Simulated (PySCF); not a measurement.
Stepwise substitution at one centre (Sn NH2-OCH3). Isolated molecules, 0 K electronic values unless said otherwise. One relaxed conformer stands for each flexible species; it need not be the lowest. Strings in code marks are SMILES. In the def2 sets, heavy atoms carry core potentials. All members: neutral, multiplicity 1. Level: B3LYP-D3(BJ)/def2-TZVP // PBE0-D4/def2-SVP (PySCF). B3LYP has the VWN-RPA correlation part, as in Gaussian. Delta-SCF ions had no search for a lower state.  The removal energy is E(N − 1 electrons) − E(N electrons) at the parent's geometry; ε(HOMO) is measured against the vacuum level.

| species | −ε(HOMO) (eV) | vertical ionisation energy (Delta-SCF) (eV) |
|---|---|---|
| `[NH2][Sn]([NH2])([NH2])[NH2]` | 6.89 | 8.86 |
| `C[O][Sn]([NH2])([NH2])[NH2]` | 7.08 | 9.05 |
| `C[O][Sn]([NH2])([NH2])[O]C` | 7.28 | 9.15 |
| `C[O][Sn]([NH2])([O]C)[O]C` | 7.48 | 9.30 |
| `C[O][Sn]([O]C)([O]C)[O]C` | 7.71 | withheld |

Question: Fit vertical ionisation energy (Delta-SCF) = a + b·x to the 4 complete rows by least squares, with x = −ε(HOMO) in eV. Give a, b and the rms residual, and predict the withheld value.

Answer: Means of the 4 rows: x̄ = 7.1825, ȳ = 9.09 eV. Σ(x − x̄)² = 0.19408 and Σ(x − x̄)(y − ȳ) = 0.1397, so b = 0.720 and a = ȳ − b·x̄ = 3.919 eV. The rms residual is 0.020 eV. At x = 7.71 the line gives 9.47 eV, outside the range of the fitted rows. The run for `C[O][Sn]([O]C)([O]C)[O]C` gave 9.47 eV, so the line is off by 0.00 eV, within twice the rms residual.

Codes: PySCF.
